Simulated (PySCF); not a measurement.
From one molecule to another.

First species: C8H16N2.
InChI=1S/C8H16N2/c1-9-10(8-5-6-8)7-3-2-4-7/h7-9H,2-6H2,1H3

Second species: C8H16N2.
SMILES with atom numbers: `[CH3:1][CH2:2]/[C:3]([CH3:4])=[N:5]/[N:6]=[CH:7]/[CH:8]([CH3:9])[CH3:10]` (hydrogens: H11, H12, H13 on C1; H14, H15 on C2; H16, H17, H18 on C4; H19 on C7; H20 on C8; H21, H22, H23 on C9; H24, H25, H26 on C10)

Cartesian coordinates in Å at the GFN2-xTB level; atoms count from 1:
```xyz
26
C8H16N2 angstrom
C      3.9986    0.6667    0.1725
C      3.2099   -0.1272   -0.8691
C      1.8484   -0.5073   -0.3659
C      1.7597   -1.4694    0.7872
N      0.8442    0.0130   -0.9337
N     -0.4151   -0.2630   -0.7836
C     -1.2717    0.3594   -0.0953
C     -2.7250    0.0230   -0.2138
C     -3.2924   -0.3510    1.1564
C     -3.4823    1.2170   -0.7997
H      4.9681    0.9518   -0.2289
H      4.1598    0.0762    1.0710
H      3.4583    1.5708    0.4437
H      3.0912    0.4721   -1.7720
H      3.7637   -1.0342   -1.1254
H      0.7851   -1.9553    0.7889
H      2.5395   -2.2244    0.7163
H      1.8794   -0.9410    1.7334
H     -1.0065    1.1662    0.5945
H     -2.8214   -0.8295   -0.8924
H     -4.3487   -0.5969    1.0738
H     -2.7681   -1.2113    1.5668
H     -3.1868    0.4807    1.8507
H     -4.5362    0.9748   -0.9178
H     -3.3979    2.0799   -0.1420
H     -3.0749    1.4816   -1.7725
```

Levels: PBE0/pcSseg-1 for dipole moment, HOMO energy, LUMO energy and HOMO–LUMO gap; GFN2-xTB for rotational constant A and rotational constant C. Geometries: GFN2-xTB. Each species is one conformer at its optimised geometry, gas phase, non-relativistic unless stated. Electronic properties by PySCF.

Dipoles, sizes and rotational constants follow the conformer. The torsions of the flexible species, by atom-mapped SMILES:
- `[CH3:1][NH:2][N:3]([CH:4]1[CH2:5][CH2:6][CH2:7]1)[CH:8]1[CH2:9][CH2:10]1`: C1–N2–N3–C4 -153°, N2–N3–C4–C5 50°, N2–N3–C8–C9 -160°
- `[CH3:1][CH2:2]/[C:3]([CH3:4])=[N:5]/[N:6]=[CH:7]/[CH:8]([CH3:9])[CH3:10]`: C1–C2–C3–C4 -66°, C3–N5–N6–C7 100°, N6–C7–C8–C9 123°

```
             property   column X   column Y
        dipole moment     1.33 D     1.90 D
          HOMO energy   -6.35 eV   -6.57 eV
          LUMO energy    1.35 eV    0.12 eV
        HOMO–LUMO gap    7.70 eV    6.69 eV
rotational constant A  1.869 GHz  3.194 GHz
rotational constant C  0.741 GHz  0.465 GHz
```

(1) Which column belongs to which species?

(2) How does each property change from the first species to the second?

## Answers

(1) Column X is the first species and column Y the second. The first has 26 atoms and 78 electrons, the second 26 and 78.

(2) dipole moment +0.57 D; HOMO energy -0.22 eV; LUMO energy -1.23 eV; HOMO–LUMO gap -1.01 eV; rotational constant A +1.325 GHz; rotational constant C -0.276 GHz.

On the first: The dipole matches unit charges of opposite sign 0.28 Å apart (1 e·Å = 4.8032 D).

On the second: The dipole equals about 6.3 × 10⁻³⁰ C·m (1 D = 3.33564 × 10⁻³⁰ C·m).
